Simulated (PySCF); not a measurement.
## Ionisation energy of N⁺ by level of theory

N⁺ [He] 2s2 2p2 (3P) → N²⁺ [He] 2s2 2p1 (2P), as a difference of total energies. Calculation: PySCF 2.14, in dyall-av2z (11s7p2d, 42 functions); the non-relativistic Hamiltonian (point nucleus). Correlated levels: valence: 1s2 frozen; virtual orbitals above 40 to 60 times the deepest correlated orbital energy dropped. The calculations carry no spin-orbit coupling.

Order these methods by the ionisation energy they give, lowest first.
A. PBE
B. MP2 (valence)
C. r2SCAN
D. SCS-MP2 (valence)

D (29.383 eV), B (29.511 eV), A (29.907 eV), C (30.142 eV).

Errors of the correlated levels include the incompleteness of this basis and the frozen core.

For comparison: 29.601 eV (semi-empirical (NIST evaluation); NIST Atomic Spectra Database, ionization energies).
